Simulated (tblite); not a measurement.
Germanium selenide, GeSe (singlet state).
SMILES: `[Ge]=[Se]`

Level: GFN2-xTB in tblite, geometry and Hessian alike; calculated harmonic values, unscaled, isolated species. This tight-binding method is rough: wavenumbers can miss measured ones by several per cent, in bad cases by 10 to 20.

Harmonic wavenumbers (cm⁻¹): 411.4.

B = 2840 MHz (linear); mass 153.838 u (most abundant isotopes); point group C∞v, symmetry number 1.

Question: What is the zero-point energy?

Answer: Half the sum of the wavenumbers: 206 cm⁻¹ = 0.59 kcal/mol.

Question: What is S at 298.15 K and 1 bar for an ideal gas of classical rigid rotors and harmonic oscillators?

Answer: Translation 41.03, rotation 17.27, vibration 0.92: S = 59.2 cal/(mol K).

Question: And Cp and H(298.15 K) − H(0)?

Answer: Cp = 8.40 cal/(mol K), of which vibrations give 1.45 (their classical limit is 1 R = 2.0); H(298.15 K) − H(0) = 2.26 kcal/mol without the zero-point energy, 0.19 from vibrations.

Question: How do the functions run with temperature in this model?

Answer: 
```json
{"T (K)": "100", "S (cal/(mol K))": "50.7", "Cp (cal/(mol K))": "7.1", "H − H(0) (kcal/mol)": "0.70", "G − H(0) (kcal/mol)": "-4.38", "ln q(vib)": "0.00"}
{"T (K)": "200", "S (cal/(mol K))": "55.9", "Cp (cal/(mol K))": "8.0", "H − H(0) (kcal/mol)": "1.46", "G − H(0) (kcal/mol)": "-9.73", "ln q(vib)": "0.05"}
{"T (K)": "300", "S (cal/(mol K))": "59.3", "Cp (cal/(mol K))": "8.4", "H − H(0) (kcal/mol)": "2.28", "G − H(0) (kcal/mol)": "-15.51", "ln q(vib)": "0.15"}
{"T (K)": "500", "S (cal/(mol K))": "63.7", "Cp (cal/(mol K))": "8.7", "H − H(0) (kcal/mol)": "4.00", "G − H(0) (kcal/mol)": "-27.83", "ln q(vib)": "0.37"}
{"T (K)": "800", "S (cal/(mol K))": "67.8", "Cp (cal/(mol K))": "8.9", "H − H(0) (kcal/mol)": "6.64", "G − H(0) (kcal/mol)": "-47.60", "ln q(vib)": "0.65"}
{"T (K)": "1000", "S (cal/(mol K))": "69.8", "Cp (cal/(mol K))": "8.9", "H − H(0) (kcal/mol)": "8.41", "G − H(0) (kcal/mol)": "-61.36", "ln q(vib)": "0.81"}
```

q(vib) and H(0) count from the zero-point level.

Question: Which modes carry the vibrational entropy at 298.15 K?

Answer: 411.4 cm⁻¹: 0.92 cal/(mol K).

Question: What must be added to the electronic energy to get the Gibbs energy at 298.15 K and 1 bar?

Answer: ZPE + [H(298.15 K) − H(0)] − T·S = 0.59 + 2.26 − 17.66 = -14.81 kcal/mol.
